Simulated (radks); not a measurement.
Results of a calculation; reference values are marked as such.
All-electron atom: Ce4+ in [Xe].

Code: a radial shooting solver on a logarithmic mesh with Libxc functionals. Model: Dirac Kohn-Sham, PBE, spin-unpolarised, spherical densities, point nucleus.

Energy parts (eV):
part                      energy
total                 -241159.92
kinetic                258767.78
electron-nucleus      -585074.92
Hartree                 90824.13
exchange-correlation    -5676.91

Orbitals (lengths in bohr, moments of r in powers of bohr; r(90%) holds 90 % of the orbital's charge):
| orbital | occ. | eigenvalue (eV) | <r^4> | r(90%) | small-component weight |
|---|---|---|---|---|---|
| 1s1/2 | 2 | -40279.78 | 1.775e-06 | 0.0443 | 4.61e-02 |
| 2s1/2 | 2 | -6484.325 | 0.0002923 | 0.163 | 1.00e-02 |
| 2p1/2 | 2 | -6124.103 | 0.0001839 | 0.145 | 1.00e-02 |
| 2p3/2 | 4 | -5677.567 | 0.0002294 | 0.153 | 9.44e-03 |
| 3s1/2 | 2 | -1432.539 | 0.01191 | 0.409 | 3.07e-03 |
| 3p1/2 | 2 | -1280.109 | 0.01109 | 0.403 | 3.01e-03 |
| 3p3/2 | 4 | -1192.371 | 0.01311 | 0.420 | 2.84e-03 |
| 3d3/2 | 4 | -926.0096 | 0.01004 | 0.394 | 2.72e-03 |
| 3d5/2 | 6 | -907.1792 | 0.01058 | 0.399 | 2.67e-03 |
| 4s1/2 | 2 | -325.2112 | 0.3007 | 0.912 | 9.53e-04 |
| 4p1/2 | 2 | -268.4658 | 0.3509 | 0.949 | 8.87e-04 |
| 4p3/2 | 4 | -249.4191 | 0.4112 | 0.988 | 8.34e-04 |
| 4d3/2 | 4 | -156.1281 | 0.6185 | 1.10 | 6.93e-04 |
| 4d5/2 | 6 | -152.7554 | 0.6500 | 1.11 | 6.79e-04 |
| 5s1/2 | 2 | -78.8032 | 8.117 | 2.08 | 2.31e-04 |
| 5p1/2 | 2 | -62.2822 | 12.01 | 2.30 | 1.94e-04 |
| 5p3/2 | 4 | -59.0498 | 13.98 | 2.38 | 1.81e-04 |

The highest occupied level is 5p3/2 at -59.050 eV. The density falls to 0.001 e/bohr^3 at r = 3.31 bohr. Summed over all electrons, <r^2> = 34.74 bohr^2, which gives a Langevin (diamagnetic) susceptibility term of -27.5 x 10^-6 cm^3/mol.
